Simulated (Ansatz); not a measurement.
Start from `CBO` and change one atom or group to get `CB(O)[SiH2][SiH3]`.

Ansatz, PBE0-D4/def2-TZVP geometries, multiplicity 1. Each molecule was computed in one conformer, which needn't be the lowest.

| property | `CBO` |
| --- | --- |
| LUMO energy (PBE/def2-TZVPP) / eV | -0.81 |
| HOMO–LUMO gap (PBE/def2-TZVPP) / eV | 6.29 |
| LUMO energy (PBE0/def2-TZVPP) / eV | 0.21 |
| HOMO–LUMO gap (PBE0/def2-TZVPP) / eV | 8.78 |
| LUMO energy (ωB97M-V/def2-TZVPP) / eV | 2.10 |
| size of the dipole moment (B3LYP/def2-TZVPP) / D | 1.05 |

Problem. Give the same properties after the change, and the shifts. (Estimate.)

Solution. Ansatz gave: 
```json
{"property": "LUMO energy (PBE/def2-TZVPP) / eV", "`CB(O)[SiH2][SiH3]`": "-1.79", "shift": "-0.98"}
{"property": "HOMO–LUMO gap (PBE/def2-TZVPP) / eV", "`CB(O)[SiH2][SiH3]`": "4.55", "shift": "-1.74"}
{"property": "LUMO energy (PBE0/def2-TZVPP) / eV", "`CB(O)[SiH2][SiH3]`": "-0.88", "shift": "-1.09"}
{"property": "HOMO–LUMO gap (PBE0/def2-TZVPP) / eV", "`CB(O)[SiH2][SiH3]`": "6.63", "shift": "-2.15"}
{"property": "LUMO energy (ωB97M-V/def2-TZVPP) / eV", "`CB(O)[SiH2][SiH3]`": "1.00", "shift": "-1.10"}
{"property": "size of the dipole moment (B3LYP/def2-TZVPP) / D", "`CB(O)[SiH2][SiH3]`": "0.66", "shift": "-0.39"}
```

With PBE0 the HOMO rises by 1.05 eV and the LUMO falls by 1.09 eV, so the gap narrows by about 2.14 eV. PBE moves the HOMO by 0.75 eV and ωB97M-V by 1.33 eV. Dipoles are sizes alone; their direction can turn.

B3LYP here is the variant with VWN-RPA as its local correlation; programs differ in this.
